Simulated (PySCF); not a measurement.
## Calculated properties of `B1NBN(BN1)B`

Compound: B4H7N3.
SMILES with atom numbers: `[BH2:1][N:2]1[BH:3][NH:4][BH:5][NH:6][BH:7]1` (hydrogens: H8, H9 on B1; H10 on B3; H11 on N4; H12 on B5; H13 on N6; H14 on B7)

Structural features include: three-coordinate boron.

PBE0-D3(BJ)/def2-SVP geometry optimisation, gas phase (PySCF):

| Item | Value |
| --- | --- |
| Point group | C2v |
| Rotational constants A, B, C | 5.156, 2.630, 1.742 GHz |

B3LYP/def2-SVPD ground state, ΔSCF and vertical TDDFT (core frozen in the response) (PySCF):

| Property | Result |
| --- | --- |
| Dipole moment | 2.01 D |
| HOMO energy | -8.30 eV |
| LUMO energy | -1.19 eV |
| HOMO–LUMO gap | 7.11 eV |
| Lowest singlet excitation | 6.12 eV (202 nm, f = 0.000) |
| Strongest line among the 10 lowest singlet transitions | S9 at 7.54 eV (164 nm, f = 0.321) |
| Lowest triplet excitation (Tamm–Dancoff) | 5.57 eV |
| Static isotropic polarisability | 75.7 au |
| Vertical ionisation energy | 10.49 eV |
| Electronic spatial extent ⟨r²⟩ about the centre of nuclear charge | 693 bohr² |

**PBE0/pcSseg-1 ground state and GIAO shieldings, non-relativistic (PySCF)**

| Property | Result |
| --- | --- |
| Lowest Hirshfeld atomic charge | -0.22 e on N4/N6 |
| Highest Hirshfeld atomic charge | +0.18 e on B3/B7 |
| 1H chemical shifts (computed TMS as zero) by class | 6.02 (H8/H9), 5.90 (H11/H13), 5.21 (H10/H14), 4.83 (H12) ppm |
| Isotropic shieldings of nuclei other than C and H, by class | 41 (B1), 66 (B3/B7), 72 (B5), 59 (N2), 116 (N4/N6) ppm |
| Mayer bond orders between heavy atoms | B1–N2 1.17, N2–B3 1.03, B3–N4 1.20, N4–B5 1.15, B5–N6 1.15, N6–B7 1.20, B7–N2 1.04 |

B3LYP/pcJ-1 indirect spin-spin coupling, non-relativistic, gas phase (PySCF):

| Quantity | Value |
| --- | --- |
| Largest of the computed one-bond spin–spin couplings (means over like bonds) | 11B–1H +157.3 (B3–H10 and 1 like it), 11B–1H +150.1 (B5–H12), 11B–1H +145.6 (B1–H8 and 1 like it), 15N–1H -82.7 (N4–H11 and 1 like it), 15N–11B -25.4 (N4–B5 and 1 like it), 15N–11B -24.5 (N4–B3 and 1 like it), 15N–11B -21.3 (N2–B3 and 1 like it), 15N–11B -21.3 (N2–B1) Hz |

Monoisotopic mass from the formula: 93.1012 u.

The largest Löwdin shares of the HOMO are 0.34 on N6, 0.34 on N4, 0.08 on B7 and 0.08 on B3. The principal polarisabilities are 50.5, 80.5 and 96.2 au; their mean is the isotropic value. The ΔSCF ionisation energy exceeds −ε(HOMO) by 2.19 eV with B3LYP. The largest Löwdin shares of the LUMO are 0.37 on B1, 0.12 on B5 and 0.11 on N2.

For the spin–spin coupling job (B3LYP/pcJ-1), time: 67 s; peak memory 1.1 GiB. Hardware: Arm Neoverse V1, one thread, no GPU, on a shared host.
